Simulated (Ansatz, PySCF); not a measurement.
C3H9NSi, SMILES C1C([SiH2]N)C1. Atoms are numbered in the order given.

```xyz
14

N      2.2980     0.3190     0.1789
Si     0.8434    -0.2566    -0.5768
C     -0.7659     0.5231    -0.0196
C     -1.4838    -0.0003     1.2125
C     -2.0637    -0.2557    -0.1455
H      2.7408     1.1626    -0.1721
H      2.4102     0.2517     1.1863
H      0.6978    -1.7171    -0.2874
H      1.0301    -0.0306    -2.0408
H     -0.8567     1.6041    -0.1836
H     -1.0437    -0.8465     1.7515
H     -1.9827     0.7254     1.8615
H     -2.9630     0.2937    -0.4384
H     -2.0206    -1.2762    -0.5411
```
Charge 0, spin multiplicity 1.

Geometry: B3LYP-D3(BJ)/def2-SVP. One conformer was computed; it need not be the lowest.

Two levels are set side by side: PBE-D3(BJ)/def2-SVP (Ansatz, a program for electronic structure) and B3LYP-D3(BJ)/def2-SVP (Ansatz). Each level has its own optimised geometry; the coordinates shown are those of the second. Frequencies come from the Hessian of PySCF at each geometry. Differences are taken from unrounded values.

| quantity | B3LYP-D3(BJ) |
|---|---|
| mean bond length (Å) | 1.332 |
| bond N1–Si2 (Å) | 1.737 |
| bond Si2–C3 (Å) | 1.873 |
| bond C3–C4 (Å) | 1.519 |
| bond C3–C5 (Å) | 1.519 |
| bond C4–C5 (Å) | 1.499 |
| bond N1–H6 (Å) | 1.015 |
| bond N1–H7 (Å) | 1.016 |
| bond Si2–H8 (Å) | 1.496 |
| bond Si2–H9 (Å) | 1.493 |
| bond C3–H10 (Å) | 1.097 |
| bond C4–H11 (Å) | 1.096 |
| bond C4–H12 (Å) | 1.094 |
| bond C5–H13 (Å) | 1.094 |
| bond C5–H14 (Å) | 1.095 |
| highest harmonic wavenumber (cm⁻¹) | 3656 |
| mean harmonic wavenumber (cm⁻¹) | 1391 |
| zero-point energy (kcal/mol) | 71.61 |

Q: What does PBE-D3(BJ) give, and how far is it from B3LYP-D3(BJ)? (Estimate from the structure and the level; the computed values follow.)

A: 
```json
[
 {"quantity": "mean bond length (Å)", "PBE-D3(BJ)": "1.340", "PBE-D3(BJ) minus B3LYP-D3(BJ)": "0.008"},
 {"quantity": "bond N1–Si2 (Å)", "PBE-D3(BJ)": "1.749", "PBE-D3(BJ) minus B3LYP-D3(BJ)": "0.012"},
 {"quantity": "bond Si2–C3 (Å)", "PBE-D3(BJ)": "1.881", "PBE-D3(BJ) minus B3LYP-D3(BJ)": "0.008"},
 {"quantity": "bond C3–C4 (Å)", "PBE-D3(BJ)": "1.522", "PBE-D3(BJ) minus B3LYP-D3(BJ)": "0.003"},
 {"quantity": "bond C3–C5 (Å)", "PBE-D3(BJ)": "1.523", "PBE-D3(BJ) minus B3LYP-D3(BJ)": "0.004"},
 {"quantity": "bond C4–C5 (Å)", "PBE-D3(BJ)": "1.503", "PBE-D3(BJ) minus B3LYP-D3(BJ)": "0.004"},
 {"quantity": "bond N1–H6 (Å)", "PBE-D3(BJ)": "1.023", "PBE-D3(BJ) minus B3LYP-D3(BJ)": "0.008"},
 {"quantity": "bond N1–H7 (Å)", "PBE-D3(BJ)": "1.024", "PBE-D3(BJ) minus B3LYP-D3(BJ)": "0.008"},
 {"quantity": "bond Si2–H8 (Å)", "PBE-D3(BJ)": "1.510", "PBE-D3(BJ) minus B3LYP-D3(BJ)": "0.014"},
 {"quantity": "bond Si2–H9 (Å)", "PBE-D3(BJ)": "1.506", "PBE-D3(BJ) minus B3LYP-D3(BJ)": "0.013"},
 {"quantity": "bond C3–H10 (Å)", "PBE-D3(BJ)": "1.105", "PBE-D3(BJ) minus B3LYP-D3(BJ)": "0.008"},
 {"quantity": "bond C4–H11 (Å)", "PBE-D3(BJ)": "1.104", "PBE-D3(BJ) minus B3LYP-D3(BJ)": "0.008"},
 {"quantity": "bond C4–H12 (Å)", "PBE-D3(BJ)": "1.102", "PBE-D3(BJ) minus B3LYP-D3(BJ)": "0.008"},
 {"quantity": "bond C5–H13 (Å)", "PBE-D3(BJ)": "1.101", "PBE-D3(BJ) minus B3LYP-D3(BJ)": "0.008"},
 {"quantity": "bond C5–H14 (Å)", "PBE-D3(BJ)": "1.103", "PBE-D3(BJ) minus B3LYP-D3(BJ)": "0.008"},
 {"quantity": "highest harmonic wavenumber (cm⁻¹)", "PBE-D3(BJ)": "3574", "PBE-D3(BJ) minus B3LYP-D3(BJ)": "-82"},
 {"quantity": "mean harmonic wavenumber (cm⁻¹)", "PBE-D3(BJ)": "1357", "PBE-D3(BJ) minus B3LYP-D3(BJ)": "-35"},
 {"quantity": "zero-point energy (kcal/mol)", "PBE-D3(BJ)": "69.82", "PBE-D3(BJ) minus B3LYP-D3(BJ)": "-1.78"}
]
```

GGA bonds tend to be longer and softer than those of functionals with exact exchange. Differences between two approximate levels are no errors against the true value.
